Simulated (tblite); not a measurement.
Record of a relaxation.

Species: C₅H₆ClF₂ (doublet state).
Numbering: `[CH2:1]=[CH:2][C@H:3]([Cl:4])[CH2:5][C:6]([F:7])[F:8]` (hydrogens: H9, H10 on C1; H11 on C2; H12 on C3; H13, H14 on C5)
Bond orders are those of one Lewis drawing.

Computed with GFN2-xTB (tblite), gas phase: L-BFGS steps from a force-field or distance-geometry start until the largest atomic force falls under 0.01 eV/Å. 12 of its 70 geometries are shown.

Step 0: E = -752.9073 eV, largest atomic force 1.761 eV/Å
```
atom  x, y, z in Å  |  force x, y, z in eV/Å
C1      1.873    0.992    0.596   -0.928  -0.698  -0.984
C2      1.127    0.462   -0.398    0.782   0.362   1.536
C3      0.329   -0.809   -0.252    0.273   0.493  -0.017
Cl4     0.957   -1.977   -1.459   -0.014  -0.113  -0.068
C5     -1.175   -0.592   -0.505   -0.597   0.410  -0.128
C6     -1.810    0.237    0.551    0.264  -0.277  -0.556
F7     -2.286    1.467    0.259    0.173  -0.639   0.787
F8     -1.918   -0.248    1.810   -0.167   0.817  -0.631
H9      1.928    0.540    1.584   -0.019   0.140  -0.372
H10     2.426    1.906    0.438   -0.073  -0.179   0.069
H11     1.113    0.953   -1.358   -0.140  -0.132  -0.058
H12     0.467   -1.267    0.731    0.094   0.059  -0.018
H13    -1.699   -1.554   -0.531    0.238  -0.183   0.001
H14    -1.334   -0.110   -1.487    0.113  -0.061   0.438
```

Step 6: E = -753.0444 eV, largest atomic force 0.189 eV/Å
```
atom  x, y, z in Å  |  force x, y, z in eV/Å
C1      1.857    0.984    0.589    0.002  -0.010   0.027
C2      1.127    0.462   -0.379    0.004   0.012  -0.017
C3      0.335   -0.796   -0.252    0.058  -0.008  -0.001
Cl4     0.954   -1.978   -1.460    0.036  -0.032  -0.030
C5     -1.177   -0.596   -0.520   -0.123   0.106   0.058
C6     -1.806    0.221    0.514   -0.182   0.004   0.052
F7     -2.280    1.454    0.333    0.090   0.084  -0.043
F8     -1.937   -0.176    1.783    0.042  -0.020   0.068
H9      1.924    0.539    1.568   -0.025  -0.033  -0.002
H10     2.419    1.891    0.441   -0.022  -0.013   0.001
H11     1.095    0.932   -1.350   -0.063   0.005  -0.059
H12     0.477   -1.256    0.727    0.016  -0.014   0.051
H13    -1.659   -1.582   -0.538    0.127  -0.035  -0.078
H14    -1.329   -0.099   -1.479    0.040  -0.047  -0.025
```

Step 13: E = -753.1060 eV, largest atomic force 0.331 eV/Å
```
atom  x, y, z in Å  |  force x, y, z in eV/Å
C1      1.849    0.979    0.585   -0.046  -0.011  -0.072
C2      1.123    0.464   -0.390   -0.063   0.098   0.170
C3      0.334   -0.778   -0.233    0.011  -0.174  -0.053
Cl4     0.952   -1.974   -1.453   -0.117   0.096   0.096
C5     -1.182   -0.584   -0.501    0.029  -0.135  -0.170
C6     -1.957    0.173    0.495    0.002  -0.119  -0.091
F7     -2.177    1.483    0.347    0.157   0.073   0.009
F8     -1.897   -0.141    1.793    0.094  -0.003   0.039
H9      1.905    0.516    1.552    0.022  -0.056   0.114
H10     2.404    1.885    0.453    0.120   0.174  -0.017
H11     1.056    0.928   -1.359    0.039   0.088  -0.093
H12     0.490   -1.252    0.735   -0.006   0.050   0.104
H13    -1.589   -1.589   -0.575   -0.207  -0.252   0.055
H14    -1.312   -0.110   -1.470   -0.036   0.173  -0.090
```

Step 19: E = -753.1371 eV, largest atomic force 0.183 eV/Å
```
atom  x, y, z in Å  |  force x, y, z in eV/Å
C1      1.849    0.991    0.589   -0.097  -0.058  -0.077
C2      1.104    0.482   -0.377   -0.033  -0.055   0.055
C3      0.320   -0.777   -0.226   -0.101  -0.014  -0.030
Cl4     0.937   -1.967   -1.441    0.003   0.063   0.089
C5     -1.206   -0.613   -0.520    0.181  -0.024  -0.007
C6     -1.972    0.152    0.482    0.094  -0.005  -0.024
F7     -2.097    1.478    0.338    0.086   0.039   0.037
F8     -1.854   -0.149    1.781    0.028  -0.011   0.008
H9      1.911    0.517    1.554    0.014   0.030   0.043
H10     2.413    1.897    0.456    0.004  -0.003  -0.006
H11     1.058    0.944   -1.355   -0.052   0.021   0.047
H12     0.481   -1.235    0.756   -0.079   0.073  -0.081
H13    -1.626   -1.622   -0.582    0.022   0.070  -0.068
H14    -1.318   -0.098   -1.477   -0.071  -0.125   0.012
```

Step 25: E = -753.1576 eV, largest atomic force 0.177 eV/Å
```
atom  x, y, z in Å  |  force x, y, z in eV/Å
C1      1.830    0.989    0.595    0.032   0.039   0.023
C2      1.071    0.491   -0.364    0.027  -0.012  -0.040
C3      0.298   -0.774   -0.228   -0.069   0.077   0.069
Cl4     0.948   -1.956   -1.410    0.127  -0.108  -0.058
C5     -1.213   -0.631   -0.541   -0.049   0.009  -0.026
C6     -1.945    0.151    0.476    0.011   0.049  -0.007
F7     -1.974    1.486    0.350    0.041  -0.012   0.033
F8     -1.801   -0.164    1.772    0.006  -0.020  -0.062
H9      1.915    0.530    1.567   -0.045  -0.038  -0.039
H10     2.404    1.887    0.449   -0.034   0.027  -0.006
H11     1.019    0.966   -1.334   -0.046   0.015   0.022
H12     0.433   -1.204    0.766   -0.006  -0.070   0.008
H13    -1.635   -1.635   -0.617   -0.023  -0.018   0.112
H14    -1.349   -0.139   -1.504    0.027   0.062  -0.029
```

Step 31: E = -753.1679 eV, largest atomic force 0.096 eV/Å
```
atom  x, y, z in Å  |  force x, y, z in eV/Å
C1      1.819    0.992    0.594   -0.012   0.002   0.021
C2      1.054    0.493   -0.360   -0.033   0.042  -0.022
C3      0.284   -0.775   -0.229    0.089  -0.031  -0.016
Cl4     0.993   -1.968   -1.386   -0.033   0.020   0.017
C5     -1.220   -0.634   -0.560   -0.013   0.007   0.018
C6     -1.926    0.166    0.465    0.026   0.024   0.010
F7     -1.887    1.502    0.371    0.028   0.003   0.000
F8     -1.772   -0.185    1.751   -0.045  -0.003   0.002
H9      1.901    0.523    1.561    0.031  -0.009  -0.019
H10     2.385    1.896    0.445   -0.054  -0.019   0.032
H11     0.976    0.985   -1.318   -0.010  -0.009  -0.044
H12     0.399   -1.211    0.765    0.030  -0.013   0.020
H13    -1.650   -1.637   -0.594   -0.031   0.014  -0.014
H14    -1.358   -0.148   -1.527    0.027  -0.028  -0.006
```

Step 38: E = -753.1741 eV, largest atomic force 0.098 eV/Å
```
atom  x, y, z in Å  |  force x, y, z in eV/Å
C1      1.795    0.996    0.592    0.042   0.004   0.000
C2      1.036    0.498   -0.368    0.023  -0.033   0.019
C3      0.290   -0.783   -0.228    0.059  -0.056  -0.054
Cl4     1.005   -1.976   -1.378   -0.044   0.015  -0.008
C5     -1.214   -0.638   -0.559   -0.026   0.011   0.007
C6     -1.906    0.186    0.457    0.002  -0.006   0.013
F7     -1.806    1.520    0.389    0.037   0.004  -0.033
F8     -1.796   -0.192    1.740   -0.045  -0.005   0.019
H9      1.909    0.500    1.543   -0.035   0.012  -0.017
H10     2.340    1.915    0.469   -0.019   0.023  -0.020
H11     0.940    0.989   -1.328   -0.007   0.002   0.076
H12     0.415   -1.217    0.768   -0.007   0.035  -0.013
H13    -1.671   -1.629   -0.582    0.031  -0.013   0.009
H14    -1.335   -0.168   -1.536   -0.011   0.009   0.003
```

Step 44: E = -753.1781 eV, largest atomic force 0.102 eV/Å
```
atom  x, y, z in Å  |  force x, y, z in eV/Å
C1      1.790    0.997    0.591   -0.045  -0.001  -0.013
C2      1.035    0.494   -0.368    0.004  -0.021   0.004
C3      0.301   -0.793   -0.233   -0.099   0.014   0.020
Cl4     0.994   -1.986   -1.389    0.004  -0.007  -0.013
C5     -1.209   -0.642   -0.555    0.027  -0.012  -0.008
C6     -1.893    0.196    0.453    0.001  -0.001  -0.014
F7     -1.738    1.526    0.390    0.016  -0.011   0.010
F8     -1.835   -0.192    1.736   -0.020   0.011  -0.009
H9      1.907    0.491    1.534    0.030   0.012   0.047
H10     2.303    1.933    0.475    0.036   0.028  -0.002
H11     0.916    0.998   -1.316    0.015   0.027  -0.028
H12     0.425   -1.216    0.767    0.017  -0.040  -0.027
H13    -1.669   -1.632   -0.571    0.023   0.008   0.021
H14    -1.329   -0.176   -1.535   -0.011  -0.008   0.012
```

Step 50: E = -753.1800 eV, largest atomic force 0.040 eV/Å
```
atom  x, y, z in Å  |  force x, y, z in eV/Å
C1      1.782    1.002    0.594    0.032  -0.001   0.005
C2      1.034    0.492   -0.367   -0.002   0.023   0.013
C3      0.299   -0.796   -0.236    0.034   0.013   0.003
Cl4     0.986   -1.988   -1.399    0.013   0.009  -0.035
C5     -1.209   -0.645   -0.554    0.006  -0.014   0.012
C6     -1.889    0.202    0.449   -0.018  -0.005  -0.006
F7     -1.696    1.527    0.392    0.004   0.038   0.013
F8     -1.865   -0.189    1.731   -0.005  -0.008  -0.008
H9      1.914    0.500    1.539   -0.017   0.007   0.000
H10     2.293    1.941    0.476   -0.005  -0.008  -0.009
H11     0.913    1.005   -1.312    0.006  -0.025   0.002
H12     0.434   -1.232    0.757   -0.012   0.005   0.005
H13    -1.665   -1.635   -0.557   -0.030  -0.007   0.000
H14    -1.331   -0.185   -1.535   -0.006  -0.025   0.005
```

Step 56: E = -753.1813 eV, largest atomic force 0.031 eV/Å
```
atom  x, y, z in Å  |  force x, y, z in eV/Å
C1      1.785    1.006    0.597   -0.014  -0.003   0.002
C2      1.035    0.492   -0.362    0.002  -0.009  -0.017
C3      0.303   -0.798   -0.239    0.008  -0.004   0.003
Cl4     0.986   -1.976   -1.421   -0.004   0.031   0.000
C5     -1.209   -0.649   -0.549   -0.012   0.005   0.001
C6     -1.889    0.210    0.444    0.004   0.006   0.004
F7     -1.671    1.532    0.402    0.006  -0.006  -0.008
F8     -1.897   -0.189    1.725   -0.002  -0.010  -0.002
H9      1.914    0.512    1.546   -0.008   0.004  -0.009
H10     2.291    1.947    0.472   -0.002  -0.026   0.002
H11     0.918    1.000   -1.309    0.004   0.001  -0.003
H12     0.441   -1.246    0.748   -0.001   0.009   0.016
H13    -1.673   -1.636   -0.539    0.012  -0.008   0.018
H14    -1.335   -0.205   -1.537    0.007   0.010  -0.005
```

Step 63: E = -753.1817 eV, largest atomic force 0.014 eV/Å
```
atom  x, y, z in Å  |  force x, y, z in eV/Å
C1      1.782    1.005    0.597   -0.002   0.002  -0.002
C2      1.034    0.493   -0.362    0.006  -0.004  -0.006
C3      0.303   -0.797   -0.238   -0.006  -0.007  -0.005
Cl4     0.986   -1.965   -1.429    0.001   0.000   0.006
C5     -1.210   -0.650   -0.547   -0.004   0.000   0.001
C6     -1.889    0.212    0.443    0.003  -0.003   0.000
F7     -1.661    1.532    0.403    0.001  -0.001   0.003
F8     -1.905   -0.190    1.723   -0.002   0.003   0.000
H9      1.909    0.513    1.548   -0.009  -0.005   0.005
H10     2.293    1.943    0.471    0.011   0.008   0.004
H11     0.921    0.997   -1.312    0.000   0.009  -0.007
H12     0.442   -1.246    0.748    0.004   0.001  -0.002
H13    -1.671   -1.639   -0.530    0.002   0.002  -0.003
H14    -1.335   -0.210   -1.538   -0.005  -0.006   0.005
```

Step 69: E = -753.1818 eV, largest atomic force 0.008 eV/Å
```
atom  x, y, z in Å  |  force x, y, z in eV/Å
C1      1.781    1.006    0.597    0.000  -0.004  -0.003
C2      1.035    0.494   -0.365   -0.004   0.000   0.002
C3      0.303   -0.796   -0.240   -0.001   0.002  -0.001
Cl4     0.986   -1.964   -1.430    0.002  -0.006  -0.003
C5     -1.210   -0.651   -0.546    0.003   0.001  -0.003
C6     -1.888    0.212    0.444   -0.002  -0.002   0.000
F7     -1.656    1.532    0.405    0.000   0.001   0.002
F8     -1.911   -0.190    1.723    0.001  -0.001   0.001
H9      1.900    0.512    1.547    0.001   0.004   0.000
H10     2.297    1.942    0.473   -0.006  -0.003   0.004
H11     0.924    0.999   -1.315    0.007  -0.002   0.001
H12     0.445   -1.244    0.747    0.002   0.006   0.000
H13    -1.670   -1.640   -0.527    0.000   0.002   0.005
H14    -1.338   -0.214   -1.536   -0.004   0.002  -0.004
```

Problem. Summarise the path.

Solution. The energy falls by 0.2745 eV from step 0 to step 69; nine tenths of that is first reached at step 24. It falls at every step. The largest force goes from 1.761 to 0.008 eV/Å. Among the bonds C1=C2 changes most, from 1.351 to 1.321 Å; the atoms move by 0.201 Å rms after alignment.

The cost below is that of the whole relaxation. Time: 0.43 s of wall time. Hardware: one thread, Arm Neoverse V1 (aarch64), shared host with 32 logical CPUs at a one-minute load of 9.6.
